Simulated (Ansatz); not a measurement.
Input and output for SiHMe2(SiH3) (C2H10Si2).

```yaml
crystal:
  periodic: [false, false, false]
  atoms:
    - {symbol: Si, position_ang: [0.082956, 0.143510, 0.548718]}
    - {symbol: H, position_ang: [0.077947, 0.135443, 2.059559]}
    - {symbol: C, position_ang: [1.876745, 0.127986, -0.066495]}
    - {symbol: H, position_ang: [2.421463, -0.762717, 0.307106]}
    - {symbol: H, position_ang: [2.417798, 1.031787, 0.282254]}
    - {symbol: H, position_ang: [1.913079, 0.111932, -1.174954]}
    - {symbol: C, position_ang: [-0.830235, 1.688255, -0.064576]}
    - {symbol: H, position_ang: [-1.871107, 1.714708, 0.316930]}
    - {symbol: H, position_ang: [-0.870550, 1.710883, -1.172752]}
    - {symbol: H, position_ang: [-0.315485, 2.609092, 0.279447]}
    - {symbol: Si, position_ang: [-1.033986, -1.794919, -0.192661]}
    - {symbol: H, position_ang: [-0.403930, -3.046486, 0.364452]}
    - {symbol: H, position_ang: [-0.977881, -1.884801, -1.698479]}
    - {symbol: H, position_ang: [-2.486816, -1.784663, 0.211453]}
basis:
  gaussian: {orbitals: cc-pVDZ, point_charges: [{charge: 0.50, position_ang: [7.379, 0.312, 0.620]}]}
hamiltonian: {xc: {name: HSE06}, pseudopotentials: {relativity: scalar}}
correlation: {method: rpa, electrons: outside_noble_gas}
scf: {omitted_lower_state_checks: [starts]}
```

```sh
$ ansatz run in.yaml --threads 4 --pin off --events-out ev --progress --plain --max-ram 3916MiB
```

It prints (some lines left out):

```
Functional definition: HSE06
1058 factors; integrals over basis functions are off by at most 1.2e-3 eV
114 factors; integrals over basis functions are off by at most 6.2e-7 eV
mean field evaluation 1: about -18005.0677 eV, gradient 5.6e1 eV
mean field evaluation 2: about -18005.3112 eV, gradient 5.6e1 eV
mean field evaluation 4: about -18012.8319 eV, gradient 5.1e0 eV
mean field evaluation 8: about -18012.9322 eV, gradient 2.0e-1 eV
mean field evaluation 16: about -18012.9323 eV, gradient 3.4e-5 eV
mean field -18012.93229544 eV, -661.9630522534 hartree, gradient 1.9e-6 eV, S^2 0.000000; 0 other end points of the search recorded, 0 dependent functions left out
12 core orbitals not correlated: weight in the atoms' cores, before any rotation towards them, 1.000 or more for the frozen orbitals, at most 0.000 for the correlated occupied ones
reference -17973.77046944 eV, -660.5238816928 hartree; 13, 13 occupied and 89, 89 virtual orbitals, 1058 factors
Total energy: -17997.00400710 eV, -661.3776984535 hartree
Relativity: scalar
Checks for a lower state left out: starts
```

Hardware: 4 threads of Intel Xeon on a shared host. Wall time 6 s.

HSE06 is defined as in plane-wave codes, on full-range PBE exchange. Correlated methods freeze 12 core orbitals.
